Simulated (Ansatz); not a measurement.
**Energy profile**

The step: BHOF₂ ([OH][B]([F])[F]) → BOF + HF; bonds formed: F2–H4; bonds broken: B1–F2, O3–H4 (atoms numbered as in the saddle structure below).

```csv
atom,x (Å),y (Å),z (Å)
B1,-0.0820,0.3211,0.4128
F2,0.5283,-1.0367,-0.4580
O3,-0.6989,0.8272,-0.5543
H4,-0.0616,-0.3920,-1.0398
F5,0.3142,0.2803,1.6393
```

Electronic energies by CCSD(T) at an estimated basis limit (MP2 extrapolated from triple and quadruple zeta, plus CCSD(T) − MP2 in triple zeta), on PBE0-D4/def2-TZVP structures; BHOF₂, closed shell; no counterpoise correction. Ansatz 0.2.0; basis: def2-TZVPP and def2-QZVPP; cores frozen in the correlated methods. Extrapolation: Hartree–Fock as exp(−7.88 √X), correlation as X^−2.97.

(1) Give the profile in eV, counted from the start structure. (To be estimated.)

No T1 diagnostic of these runs exceeds 0.016.

Answers

(1) Computed:
```tsv
point	eV
start structure	0.000
saddle	2.888
end structure	2.260
separated: BOF (linked as [O][B][F]; B1, O3, F5; singlet) + HF (F2, H4; singlet)	2.585
```

For scale, one of the runs: CCSD(T)/def2-TZVPP, 138 basis functions, launched by `ansatz run in.yaml --threads 2 --pin off --events-out ev --progress --plain --max-ram 4352MiB`. Time: 23 s of wall clock on 2 CPU threads of an Intel Xeon Platinum 8259CL; the host was shared. Peak host memory: 0.87 GiB.
